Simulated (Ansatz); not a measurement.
All values below come from frozen-core CCSD(T)/cc-pVDZ // PBE0-D4/def2-SVP run with Ansatz (a first-principles code).

Ansatz 0.2 input:
```yaml
crystal:
  periodic: [false, false, false]
  atoms:
    - { symbol: C, position_ang: [2.460423, -0.1766, -0.200192] }
    - { symbol: O, position_ang: [1.477968, -0.563557, 0.732399] }
    - { symbol: Ge, position_ang: [-0.155532, 0.079089, 0.609152] }
    - { symbol: S, position_ang: [-0.295705, 2.28065, 0.795354] }
    - { symbol: S, position_ang: [-1.29222, -0.925473, 2.208485] }
    - { symbol: O, position_ang: [-0.676544, -0.311165, -1.031501] }
    - { symbol: C, position_ang: [-2.010492, -0.138069, -1.435843] }
    - { symbol: H, position_ang: [2.608134, 0.918654, -0.21265] }
    - { symbol: H, position_ang: [3.410617, -0.647131, 0.094276] }
    - { symbol: H, position_ang: [2.207679, -0.505185, -1.222881] }
    - { symbol: H, position_ang: [-0.180925, 2.236103, 2.140946] }
    - { symbol: H, position_ang: [-0.416985, -1.956739, 2.213831] }
    - { symbol: H, position_ang: [-2.328169, 0.919936, -1.391257] }
    - { symbol: H, position_ang: [-2.098485, -0.477036, -2.479302] }
    - { symbol: H, position_ang: [-2.709767, -0.733476, -0.820815] }
basis:
  gaussian: { orbitals: cc-pVDZ }
correlation:
  method: ccsd_t
```

Output:

```
Functional definition: HF
1580 factors; integrals over basis functions are off by at most 1.2e-3 eV
mean field evaluation 1: about -84367.7624 eV, gradient 4.1e1 eV
mean field evaluation 2: about -84367.9011 eV, gradient 4.1e1 eV
mean field evaluation 4: about -84371.9225 eV, gradient 4.5e0 eV
mean field evaluation 8: about -84371.9956 eV, gradient 2.9e-1 eV
mean field evaluation 16: about -84367.7599 eV, gradient 4.1e1 eV
mean field -84371.99609839 eV, -3100.6136672227 hartree, gradient 1.2e-6 eV, S^2 0.000000; 0 other end points of the search recorded, 0 dependent functions left out
23 core orbitals not correlated
reference -84371.99609839 eV, -3100.6136672227 hartree; 27, 27 occupied and 109, 109 virtual orbitals, 1580 factors
second order -28.17996049 eV of doubles, -0.00000000 eV of singles
cycle   1  -29.16757833 eV  change   -9.9e-1 eV  update   1.3e-1
cycle   2  -29.92549964 eV  change   -7.6e-1 eV  update   3.8e-2
cycle   3  -30.11937579 eV  change   -1.9e-1 eV  update   2.0e-2
cycle   4  -30.11499183 eV  change    4.4e-3 eV  update   4.3e-3
cycle   5  -30.11343659 eV  change    1.6e-3 eV  update   2.0e-3
cycle   6  -30.11380856 eV  change   -3.7e-4 eV  update   6.4e-4
cycle   7  -30.11343195 eV  change    3.8e-4 eV  update   2.4e-4
cycle   8  -30.11334576 eV  change    8.6e-5 eV  update   6.9e-5
cycle   9  -30.11336573 eV  change   -2.0e-5 eV  update   2.6e-5
perturbative correction -0.86617474 eV, -0.0318313344 hartree
Total energy: -84402.97563886 eV, -3101.7521443363 hartree
```

Cost: very roughly 4 core-minutes.
